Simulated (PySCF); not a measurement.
# A search over the determinants of TlO

Unrestricted PBE0; Tl cc-pVDZ-PP with ECP60, O cc-pVDZ; scalar-relativistic core potentials (PySCF 2.14). Outer shells of the fragments: Tl 5d10 6s2 6p1; O 2s2 2p4.

Followed along the bond (rough minima from three points):

```csv
2Ms+1,unpaired,⟨S²⟩ at the start,R at minimum (Å),Te (eV)
2,π ↑,0.76,2.20,0.00
2,σ ↑,0.76,2.06,0.19
4,"σ ↑, π ↑↑",3.76,none in the scan,≤ 2.98
```

Solutions found at the starting distance of 2.030 Å, counted from the lowest of them; the search is not exhaustive and high or unbound solutions are not listed, so other states can lie among these:

```
2Ms+1   unpaired   term  E (eV)  ⟨S²⟩  ⟨Lz²⟩  μ (D)
    2        σ ↑    ²Σ⁺    0.00  0.76   0.00  -3.91
    2        π ↑     ²Π    0.01  0.76   1.01  -2.31
    4  σ ↑, π ↑↑  mixed    3.27  3.76   2.01  -0.76
    4  σ ↑, π ↑↑  mixed    3.43  3.76   2.00  -0.71
    2  σ ↑, π ↑↓  mixed    3.70  1.76   2.01  -0.42
    4      π ↑↑↑     ⁴Π    4.71  3.76   1.00   2.48
    4  σ ↑↑, π ↑     ⁴Π    5.18  3.76   1.01   0.14
    4  σ ↑↑, π ↑     ⁴Π    6.78  3.76   1.01  -3.38
    4      σ ↑↑↑    ⁴Σ⁺    9.12  3.75   0.00  -2.37
```

A term symbol is given only where ⟨S²⟩ and ⟨Lz²⟩ are close to those of a pure state; real π, δ and φ orbitals otherwise mix terms. A positive dipole means Tl(−)O(+).

Problem. Compare the gap between the two lowest followed solutions at the starting distance with the gap between their minima.

Solution. At PBE0 the second solution (doublet, unpaired electrons σ ↑) lies -0.01 eV from the first (doublet, unpaired electrons π ↑) at 2.030 Å and +0.19 eV at the minima; the two curves relax by different amounts, since their minima lie near 2.06 and 2.20 Å.

Spin–orbit coupling is left out, which matters for elements this heavy, above all for dissociation energies. Counting both spins, an empty level lies below a filled one in some of these solutions, because spin and occupation are held.
